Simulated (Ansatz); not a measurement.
## Energy profile

The step: C₃H₆ (C1CC1) + H → C₃H₅ ([CH]1[CH2][CH2]1) + H₂; bonds formed: H1–H5; bonds broken: H1–C2 (atoms numbered as in the saddle structure below).

```xyz
10
angstrom
H -0.6960 -0.7145 1.3445
C 0.2174 -0.6298 0.1757
C 0.7014 0.7372 -0.0643
C -0.3665 0.1234 -0.9434
H -1.2441 -0.7040 2.0029
H 0.7876 -1.5472 0.1237
H 1.7008 0.8723 -0.4644
H 0.3862 1.5225 0.6159
H -0.1117 -0.1697 -1.9565
H -1.3750 0.5100 -0.8340
```

Electronic energies by CCSD(T) at an estimated basis limit (MP2 extrapolated from triple and quadruple zeta, plus CCSD(T) − MP2 in triple zeta), on PBE0-D4/def2-TZVP structures; C$_{3}$H$_{7}$, doublet; no counterpoise correction; spin–orbit coupling, which lowers free halogen atoms and radicals such as OH and SH, is left out. Program: Ansatz 0.2.0. Basis: def2-TZVPP and def2-QZVPP. Cores are frozen in the correlated methods; orbitals are unrestricted. Extrapolation: Hartree–Fock as exp(−7.88 √X), correlation as X^−2.97.

Question: Give the profile in eV, counted from the separated reactants. (To be estimated.)

Answer: The calculation gives:
```tsv
point	eV
separated: C$_{3}$H$_{6}$ (linked as [CH2]1[CH2][CH2]1; H1, C2, C3, C4, H6, H7, H8, H9, H10; singlet) + H (H5; doublet)	0.000
start structure	-0.014
saddle	0.636
end structure	0.257
separated: H$_{2}$ (H1, H5; singlet) + C$_{3}$H$_{5}$ (linked as [CH]1[CH2][CH2]1; C2, C3, C4, H6, H7, H8, H9, H10; doublet)	0.288
```

No T1 diagnostic of these runs exceeds 0.014. ⟨S²⟩ of the unrestricted Hartree–Fock references: 0.75 to 0.78 (a pure state has 0.75).

For scale, one of the runs: CCSD(T)/def2-TZVPP, 191 basis functions (an equivalent command: `ansatz run in.yaml --threads 4`). The run took 70 s on 4 CPU threads (shared host), with 5.6 GiB of host memory at its peak.
